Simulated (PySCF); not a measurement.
# A survey of $^{19}$F NMR shifts

[PySCF 2.14: σ from GIAO-PBE0/pcSseg-1; structure optimised with GFN2-xTB; gas phase; rapidly exchanging positions averaged; single conformer; non-relativistic Hamiltonian]

Shieldings were converted by a linear fit to measured shifts: $^{19}$F: δ = 146.13 − 0.903σ +14.6 on sp3 carbon (rms 6.0 ppm, 223 shifts, 7.0 ppm with the 5 outliers that the fit left out vs CFCl3, solution or neat liquid). A few per cent of atoms miss by over 2 rms, more outside the fitted compound classes.

(1) Give the $^{19}$F shifts of `COC(OC)C(F)F`, `FC1=C[C@H](Cl)C=C1`.

(2) Order these by $^{19}$F shift, lowest first.
A. COc1oc(F)c(C)p1
B. C=C1C=C(C(F)(F)F)C1=C
C. O=S(=O)(O)C(F)(F)F

Results:

(1) 
| compound | environment | δ (ppm) |
| --- | --- | --- |
| COC(OC)C(F)F | fluorine of a CF2 group (×2) | -122.8 |
| FC1=C[C@H](Cl)C=C1 | vinylic fluorine | -120.8 |

(2) A (-116.6 ppm, aryl fluorine), C (-75.0 ppm, fluorine of an SCF3 group), B (-65.0 ppm, fluorine of a CF3 group).
